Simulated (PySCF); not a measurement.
Assigning NMR signals

Structure with atom numbers: `[CH2:1]=[CH:2][Si:3]([CH:4]=[CH2:5])([CH:6]=[CH2:7])[CH:8]=[CH2:9]`. Each H is labelled by its parent atom. Ha(C1), Ha(C5), Ha(C7), Ha(C9) are cis to Si3; Hb(C1), Hb(C5), Hb(C7), Hb(C9) are trans to Si3.

Theoretical values (PySCF): shielding tensors at KT2/pcSseg-1 (GIAO), geometry: PBE0-D3(BJ)/def2-SVP. One conformer, one averaged value for each set of equivalent atoms, relativity neglected, in vacuum.

Scale: ¹³C (σref 183.22), ¹H (σref 31.18) against TMS (reference shieldings calculated alike).

(1) Assign these signals to the numbered atoms. ¹³C{¹H} NMR (computed): δ 136.1 (CH2), 131.7 (CH).

(2) Assign these signals to the numbered atoms. ¹H NMR (600 MHz, computed): δ 6.31 (m, 4H), 6.09 (m, 4H), 5.97 (m, 4H).

Answers

(1) 
```tsv
δ (ppm)	atoms	environment	reason
136.1	C1/C5/C7/C9	terminal =CH2 carbon	as expected for a trigonal carbon in a double bond
131.7	C2/C4/C6/C8	alkene CH	an sp2 carbon of a C=C bond
```

(2) 
| δ (ppm) | atoms | environment | reason |
| --- | --- | --- | --- |
| 6.31 | Hb(C1)/Hb(C5)/Hb(C7)/Hb(C9) | hydrogen on a terminal =CH2 carbon | a vinylic proton, deshielded by the sp2 carbon and the C=C anisotropy |
| 6.09 | H(C2)/H(C4)/H(C6)/H(C8) | hydrogen on an alkene CH | a vinylic proton, deshielded by the sp2 carbon and the C=C anisotropy |
| 5.97 | Ha(C1)/Ha(C5)/Ha(C7)/Ha(C9) | hydrogen on a terminal =CH2 carbon | attached to an sp2 carbon and in the plane of the double bond |

Shifts are as computed. Against solution values, carbons near 30 ppm lie about +2 ppm off and those near 130 ppm about -5 ppm. Of 1211 compounds with measured shifts, 218 miss one by over three times the rms of a fit or turn the order of signals round; such compounds aren't used in these exercises. Multiplicities follow the n + 1 count of equivalent neighbours, as no J values were calculated; m marks all less simple cases, F and P coupling included.
